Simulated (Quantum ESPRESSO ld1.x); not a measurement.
The numbers below are computed, except where a source is named.
Problem. Coherent X-ray form factor from a spherical all-electron density. Code: ld1.x of Quantum ESPRESSO 7.5. Model: scalar-relativistic Kohn-Sham, LDA (Slater exchange, Perdew-Zunger correlation), spin-polarised, spherical densities, point nucleus.

sin(theta)/lambda (1/angstrom),f0 (electrons)
0.05,71.407
0.1,69.715
0.15,67.153
0.2,64.023
0.25,60.615
0.3,57.161
0.4,50.664
0.5,45.045
0.6,40.272
0.8,32.596
1,26.708
1.25,21.413
1.5,17.992
2,14.169

The species is in the configuration that NIST lists as its ground one. Which atom or ion scatters so?

Solution. The osmium ion Os4+, [Xe] 4f14 5d4. Extrapolating in s^2 from the first two rows gives f0(0) = 72.0, near the electron count 72; among species with that count, the fall with angle is slower the higher Z, and the table is that of Z = 76; from so few rows the species is fixed only to a neighbour or two.
